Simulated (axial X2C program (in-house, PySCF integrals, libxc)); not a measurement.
Outer orbitals of TaP at 2.148 Å, HF

Calculated with an in-house all-electron X2C program for linear molecules (integrals from PySCF). Spin-free means the one-electron spin-free X2C Hamiltonian; two-component (2c) means X2C with spin–orbit coupling and atomic mean-field two-electron Coulomb and Gaunt terms, so the difference of the two also holds small scalar two-electron terms. Basis: Ta dyall-cv3z [13s14p9d7f4g], P dyall-v3z [8s7p2d1f] (cores contracted in-house); Gaussian nuclei, density fitting, unrestricted open shells. Masses: Ta 180.948 u, P 30.974 u.

The distance is close to the 2c PBE0 minimum; the highest filled and lowest empty levels are listed.

Spin-free orbitals, state M_S = 1, Λ = 2 (beyond evenly filled blocks: σα, δ+α) (Löwdin shares):

```tsv
symmetry	occupied	ε (eV)	atomic character
σβ	yes	-20.13	63% P s, 12% Ta p, 12% Ta d
σα	yes	-17.28	56% P s, 18% Ta d, 11% Ta s
δ+α	yes	-9.09	99% Ta d
π-β	yes	-8.88	66% P p, 18% Ta d, 6% Ta p
π+β	yes	-8.88	66% P p, 18% Ta d, 6% Ta p
π+α	yes	-8.87	80% Ta d, 14% P p, 4% P d
σβ	yes	-8.65	71% P p, 12% Ta d, 8% Ta s
σα	yes	-8.56	56% P p, 22% Ta d, 8% P s
π-α	yes	-8.29	74% Ta d, 20% P p, 4% P d
σα	yes	-8.01	59% Ta s, 28% Ta d, 7% Ta p
π+α	no	-0.23	82% Ta p, 12% P p, 4% Ta d
σβ	no	-0.03	69% Ta s, 25% Ta p, 3% Ta d
π-α	no	0.02	82% Ta p, 10% P p, 7% Ta d
σα	no	0.30	54% Ta p, 19% Ta d, 14% P p
```

Spinors with spin–orbit coupling (state Ω = 1):

```tsv
ω	occupied	ε (eV)	atomic character	λ mixture
1/2	yes	-20.13	62% P s, 12% Ta p, 12% Ta d	100% σ
-1/2	yes	-17.28	56% P s, 18% Ta d, 11% Ta s	100% σ
3/2	yes	-9.33	96% Ta d, 3% P p	95% δ, 5% π
1/2	yes	-9.04	71% Ta d, 22% P p, 3% P d	85% π, 15% σ
-1/2	yes	-8.94	65% P p, 19% Ta d, 7% Ta p	98% π, 2% σ
3/2	yes	-8.83	63% P p, 22% Ta d, 6% Ta p	95% π, 5% δ
1/2	yes	-8.59	63% P p, 21% Ta d, 8% Ta s	85% σ, 15% π
-1/2	yes	-8.56	56% P p, 20% Ta d, 8% P s	98% σ, 2% π
-3/2	yes	-8.18	73% Ta d, 20% P p, 4% P d	100% π
-1/2	yes	-7.98	59% Ta s, 28% Ta d, 7% Ta p	99% σ, 1% π
1/2	no	-0.35	81% Ta p, 12% P p, 5% Ta d	97% π, 3% σ
1/2	no	-0.01	67% Ta s, 26% Ta p, 3% Ta d	97% σ, 3% π
-3/2	no	0.10	83% Ta p, 10% P p, 7% Ta d	100% π
-1/2	no	0.31	55% Ta p, 20% Ta d, 14% P p	99% σ, 1% π
```

(1) How does the gap between the highest filled and lowest empty level change from the spin-free to the 2c table?

Mulliken charges and populations of the two-component result (they depend on the basis, above all on diffuse functions):

Ta 0.24 e (s 10.94 p 24.20 d 23.56 f 14.04 g 0.01), P -0.24 e (s 5.79 p 9.36 d 0.08 f 0.01). ⟨Lz⟩ = 1.99 ħ and ⟨Sz⟩ = -0.99 ħ (-1.76 and 0.77 on the two atoms), which add up to Ω.

The state is one determinant whose occupation by symmetry is held fixed; it was picked as the lowest of a PBE0 search that is not exhaustive. Other states lie close and PBE0, whose exact exchange favours high spin, may order them wrongly; the determinant shown need not be the ground state. The nearest other spin-free determinant of the search, M_S = 0, Λ = 0, lies 0.10 eV up at the distance of the search. With several unpaired electrons one determinant need not be a pure state. The determinant is spin-polarised beyond a pure state at some levels (its spin-free form has ⟨S²⟩ too high), which makes Re and μ there less reliable.

Answers

(1) From 7.78 to 7.63 eV at HF, a change of -0.15 eV.
